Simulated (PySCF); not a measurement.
Compound: C6H8S (charge +1 and doublet state).
Cartesian coordinates in Å at the GFN2-xTB level; atoms count from 1:
```xyz
15
C6H8S angstrom
C     -2.0418   -0.7822    2.3094
C     -1.3700   -0.2100    1.3047
S     -1.8614    1.3169    0.6511
C     -0.6312    1.6594   -0.6611
C      0.4368    0.7318   -0.8293
C      1.3560   -0.0392   -0.9879
C      2.4561   -0.9227   -1.2003
H     -2.9064   -0.3214    2.7595
H     -1.7354   -1.7347    2.7091
H     -0.4966   -0.6523    0.8460
H     -0.2416    2.6587   -0.4322
H     -1.2155    1.7489   -1.5850
H      2.4329   -1.7488   -0.4906
H      3.3940   -0.3769   -1.0839
H      2.4197   -1.3196   -2.2162
```

The hyperfine couplings belong to this conformer and change with its torsions.

As a line formula: `C=C[S+]CC#CC` [radical] (charge +1).

Theory: UKS B3LYP, pcH-1 on C H S, non-relativistic, mean-field spin-orbit, GIAO (PySCF). Geometry: GFN2-xTB, one conformer, isolated ion. The geometry wasn't refined by DFT: couplings that depend on bond lengths, twists or pyramidal angles can differ widely from those at the functional's own minimum, by a factor of two or more for some ions and for spin on atoms past the first row. No stability test was run, so a lower SCF solution isn't excluded.

Break the g tensor into its mass correction, gauge correction and orbital-Zeeman/spin–orbit terms.

| Δg (ppt) | 1 | 2 | 3 |
| --- | --- | --- | --- |
| relativistic mass correction | -0.20 | -0.20 | -0.20 |
| gauge correction | 0.00 | 0.03 | 0.05 |
| orbital Zeeman/spin–orbit | 0.07 | 11.14 | 19.95 |
| total | -0.13 | 10.98 | 19.80 |

So g = 2.00219, 2.01329, 2.02211 and g_iso = 2.01253; the tensor is rhombic: the two nearest values differ by 44 % of g3 − g1. Axes: g2 points within 12° of the S3–C4 bond and g3 points within 3° of the C1–H9 bond.

What are the electron Larmor frequencies g μB B/h along the three axes at 330 mT?

9.2476, 9.2989, 9.3397 GHz for g1, g2 and g3, a range of 92.0 MHz.

At 9.506 GHz, how far is the centre of the isotropic spectrum from where a free electron (g = 2.002319) resonates?

B = hν/(g μB) with μB/h = 13.99624 MHz/mT gives 339.20 mT for the free electron and 337.48 mT at g_iso, 1.72 mT lower.

Average each term over the three axes. Which is largest in size?

The orbital-Zeeman/spin–orbit term 10.39, the mass correction -0.20 and the gauge correction 0.03 ppt, for a total of 10.21 ppt. The orbital-Zeeman/spin–orbit term is the largest in size. The mass correction is the same along every axis, so the anisotropy comes from the other two: their spans along these axes are 0.05 (gauge) and 19.88 ppt (orbital Zeeman/spin–orbit).

In a frozen sample, at which fields do the three g values resonate at 9.5, 34, 94 and 263 GHz (hyperfine left aside), and which band first spreads them over more than twice a line width of 0.5 mT?

| band | GHz | B(g3) mT | B(g2) mT | B(g1) mT | spread mT |
| --- | --- | --- | --- | --- | --- |
| X | 9.5 | 335.67 | 337.14 | 339.01 | 3.34 |
| Q | 34.0 | 1201.33 | 1206.59 | 1213.29 | 11.96 |
| W | 94.0 | 3321.32 | 3335.87 | 3354.38 | 33.06 |
| J | 263.0 | 9292.62 | 9333.34 | 9385.12 | 92.49 |

The spread grows in proportion to the frequency. X band is the first where it exceeds 1.0 mT.

The largest Mulliken spin populations are on S3 (+0.56), C1 (+0.45) and C2 (-0.07).

The HOMO–LUMO gaps are 5.73 eV among the α and 1.69 eV among the β orbitals.

Hardware: one thread of an Arm Neoverse N1, shared host with 32 logical CPUs at a one-minute load of 16. Cost: 1.9 min of wall time (with the writing of density and orbital grids), 0.97 GiB resident at most.
